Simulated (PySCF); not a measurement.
Ag: excitation energy

Ag [Kr] 4d10 5s1 (2S) → Ag [Kr] 4d9 5s1 5p1 (high-spin determinant), as a difference of total energies. Calculation: PySCF 2.14, in x2c-TZVPPall; the spin-free X2C one-electron Hamiltonian (Gaussian nucleus). Correlated levels: valence: [Kr] frozen. The calculations carry no spin-orbit coupling.

```csv
method,excitation energy (eV)
UHF,5.741
MP2 (valence),7.549
SCS-MP2 (valence),7.463
CCSD (valence),7.137
CCSD(T) (valence),7.236
```

How much does correlation contribute at CCSD(T) (valence)?

7.236 − (5.741) = 1.495 eV, measured against UHF.

The basis was made for the ground configuration and has no added diffuse functions, so the excitation energy can come out too high.

The determinant of the upper state mixes LS terms, which raises its energy above the lowest term, most at the Hartree-Fock and MP2 levels.
